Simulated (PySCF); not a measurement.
# MLi cations for M along group 12

CCSD(T) with double-zeta basis sets in PySCF, for the lowest determinant that a PBE0 search found; no spin–orbit coupling. De refers to high-spin ground-configuration atoms (the charge goes to the atom of lower measured ionisation energy or higher electron affinity, which is not always the lowest computed limit).

```tsv
M	basis	reference, frozen orbitals	charged atom	state (unpaired electrons)	Re (Å)	ωe (cm⁻¹)	De (eV)
Zn	x2c-SVPall	RHF, 5	Li+	singlet (closed shell)	2.690	260	0.62
Cd	def2-SVPD	RHF, 0	Li+	singlet (closed shell)	2.829	238	0.60
Hg	cc-pVDZ/cc-pVDZ-PP	RHF, 0	Li+	singlet (closed shell)	2.723	248	0.56
```

The shortest bond is that of LiZn⁺ (2.690 Å), the longest that of LiCd⁺ (2.829 Å).

The rows differ in basis set, which adds steps of its own.

Down a group the atoms grow and get heavier, so bonds lengthen and wavenumbers fall; the exceptions here are the shorter bond at Hg and the higher wavenumber at Hg. Relativity and the filled 4f shell contract the atoms of the sixth period.

Correlated steps freeze the inner cores (0 to 5 orbitals); shallow outer-core shells are correlated. Correlated levels converge slowly with the basis: in double zeta they bind strong bonds too weakly, by up to about 1 eV, and carry superposition errors of some tenths. Spin–orbit coupling is left out. For an ion De counts to the pair picked by the measured ionisation energies or electron affinities, which need not be the lowest pair at this level.
